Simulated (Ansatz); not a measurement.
Start from `CC[Se][SiH2]C` and change one atom or group to get `C=C[Se]CC`.

Ansatz, PBE0-D4/def2-TZVP geometries, multiplicity 1. Each molecule was computed in one conformer, which needn't be the lowest.

Scalar relativity is left out up to krypton. Spin–orbit coupling is left out; it splits and shifts lone-pair levels of the heavy atoms by tenths of an eV.

```csv
property,`CC[Se][SiH2]C`
size of the dipole moment (B3LYP/def2-TZVPP) / D,0.91
HOMO–LUMO gap (ωB97M-V/def2-TZVPP) / eV,10.21
HOMO–LUMO gap (PBE/def2-TZVPP) / eV,4.38
HOMO energy (PBE/def2-TZVPP) / eV,-5.30
size of the dipole moment (ωB97M-V/def2-TZVPP) / D,0.93
HOMO–LUMO gap (B3LYP/def2-TZVPP) / eV,5.90
```

Question: Give the same properties after the change, and the shifts. (Estimate.)

Answer: The calculation gave: 
```csv
property,`C=C[Se]CC`,shift
size of the dipole moment (B3LYP/def2-TZVPP) / D,1.19,0.28
HOMO–LUMO gap (ωB97M-V/def2-TZVPP) / eV,10.24,0.03
HOMO–LUMO gap (PBE/def2-TZVPP) / eV,4.16,-0.22
HOMO energy (PBE/def2-TZVPP) / eV,-5.00,0.30
size of the dipole moment (ωB97M-V/def2-TZVPP) / D,1.21,0.28
HOMO–LUMO gap (B3LYP/def2-TZVPP) / eV,5.71,-0.19
```

With PBE0 the HOMO rises by 0.40 eV and the LUMO rises by 0.18 eV, so the gap narrows by about 0.22 eV. PBE moves the HOMO by 0.30 eV and ωB97M-V by 0.46 eV. Dipoles are sizes alone; their direction can turn.

B3LYP here is the variant with VWN-RPA as its local correlation; programs differ in this.
